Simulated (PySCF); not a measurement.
# What a mistake does to a calculation on AlBCGeH5 cation

These are calculations, not measurements. The program is PySCF 2.14.0, an open-source quantum chemistry code, run on an isolated molecule that a program drew, which may never have been made. The molecule is AlBCGeH5 cation (charge +1, singlet), drawn as the SMILES string `[AlH+][BH][CH]=[GeH2]`.

Each row is a Hartree-Fock (HF) and frozen-core CCSD(T) single point in the cc-pV(D+d)Z basis, meant for a local HF minimum. Run 1 is clean. Each other run has one planted mistake out of seven kinds, and not every kind appears here: one electron removed, one electron added, multiplicity raised by two, geometry at a saddle point, minimal basis STO-3G, one bond length entered in bohr, all coordinates scaled. The reference is restricted for singlets and unrestricted otherwise, and also for a bond in bohr. Adding or removing an electron swaps singlet and doublet. Electrons count all cores. HOMO and LUMO are orbital energies over both spins, the gradient is its largest component, and the lowest frequency (negative if imaginary) is given only where the gradient is small. Bond lengths are over the 8 bonds as drawn. T1 is the CCSD diagnostic: over 0.02 (restricted) or 0.045 (unrestricted) a single reference is doubtful. Germanium has the cc-pVDZ-PP basis, with a core potential (ECP10MDF) in place of its 10 inner electrons, and its 3s, 3p and 3d shells are frozen in CCSD(T).

Geometry of the clean run:
```xyz
9
AlBCGeH5 cation, angstrom
Al   -1.7311   -1.0488    0.9580
B    -0.0752    0.2943    1.3384
C     0.8600    0.8333    0.3178
Ge    0.7804    0.4634   -1.4421
H    -2.9468   -2.0143    0.8025
H    -0.0254    0.5400    2.5092
H     1.6555    1.5015    0.6353
H    -0.3170   -0.4702   -1.9461
H     1.7059    0.9881   -2.5161
```

| run | electrons | basis functions | <S^2> | HOMO (eV) | LUMO (eV) | gradient (hartree/bohr) | lowest frequency (cm^-1) | mean bond (Å) | longest bond (Å) | T1 | HF (hartree) | CCSD(T) (hartree) | mistake |
|---|---|---|---|---|---|---|---|---|---|---|---|---|---|
| 1 | 60 | 99 | 0.000 | -13.54 | -4.42 | 2.9e-05 | 73 | 1.5417 | 2.166 | 0.0150 | -600.44479 | -600.86096 | no fault |
| 2 | 60 | 99 | 0.000 | -13.93 | -4.42 | 2.4e-02 | - | 1.4877 | 2.090 | 0.0140 | -600.43378 | -600.84509 | all coordinates scaled |
| 3 | 60 | 99 | 2.094 | -11.29 | -6.64 | 3.8e-02 | - | 1.5417 | 2.166 | 0.0317 | -600.33350 | -600.74122 | multiplicity raised by two |
| 4 | 59 | 99 | 0.973 | -18.73 | -12.29 | 6.2e-02 | - | 1.5417 | 2.166 | 0.0436 | -599.94319 | -600.33560 | one electron removed |
| 5 | 60 | 99 | 0.949 | -13.65 | -4.54 | 1.9e-02 | - | 1.7152 | 2.948 | 0.0282 | -600.36270 | -600.76032 | one bond length entered in bohr |
| 6 | 61 | 99 | 1.088 | -5.77 | 0.76 | 3.5e-02 | - | 1.5417 | 2.166 | 0.0428 | -600.63186 | -601.06528 | ? |

**Which mistake was planted in run 6, and what did it cost?**

It counts 61 electrons, one more than the clean run, at the same geometry and basis. So the mistake is: one electron added. Subtracting run 1 and multiplying by 627.51 kcal/mol a hartree, the energy moved by -117.4 kcal/mol in HF and -128.2 kcal/mol in CCSD(T).

